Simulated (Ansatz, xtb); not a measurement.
**C5H4FNS: 8 structures ranked**

8 gas-phase structures of C5H4FNS, from a drawn sample of its isomers (lower ones may exist). Each was relaxed with GFN2-xTB; where two conformers were screened, the lower at r2SCAN-D4/def2-SVP is listed:

A. `C=C(F)c1cncs1`, a singlet
B. `C=Cc1csc(F)n1`, a singlet
C. `Fc1ccc(S)cn1`, a singlet
D. `C=Cc1nc(F)cs1`, a singlet
E. `C=Cc1scnc1F`, a singlet
F. `F/C=C/c1cncs1`, a singlet
G. `[H]/N=C\c1sccc1F`, a singlet
H. `F/C=C/c1cnsc1`, a singlet

Q: Make a reasoned guess at their ranking by r2SCAN-D4/def2-SVP single-point energy.

A: Calculated order at r2SCAN-D4/def2-SVP: C (0.0), D (73.3), E (78.7), A (81.1), B (81.7), F (89.1), G (90.8), H (118.2) kJ/mol. Less than 1 kcal/mol parts E and A; A and B; F and G, so the order within those pairs means little.

Energies above the lowest of each column, in kJ/mol; the last columns are at PBE-D3(BJ)/def2-SVP geometries and were run for some of them only (a dash: not run or not comparable):

```csv
structure,GFN2-xTB,HF/STO-3G,r2SCAN-D4/def2-SVP,PBE-D3(BJ)/def2-SVP,CCSD(T)/def2-SVP + ΔMP2/def2-TZVPP
C,0.0,0.0,0.0,0.0,0.0
D,63.5,87.6,73.3,68.1,59.2
E,67.7,85.3,78.7,72.2,64.5
A,65.6,90.0,81.1,75.1,–
B,71.6,77.0,81.7,76.1,–
F,62.2,89.3,89.1,–,–
G,104.0,101.9,90.8,–,–
H,78.2,112.6,118.2,–,–
```

Every level run on C puts it lowest or level with the lowest. Flexible structures stand in one conformer each, not always the lowest. Frequencies (GFN2-xTB) were run for C, D, E alone. ΔMP2 is the change of the MP2 energy from the smaller to the larger basis.

Over these structures GFN2-xTB departs from r2SCAN-D4/def2-SVP by 11.2 kJ/mol on average once a common shift is removed. A GFN2-xTB relaxation took about 0.071 s and the r2SCAN-D4/def2-SVP energy about 2.1 s on a shared host (Ansatz 0.2.0, xtb 6.7.1).
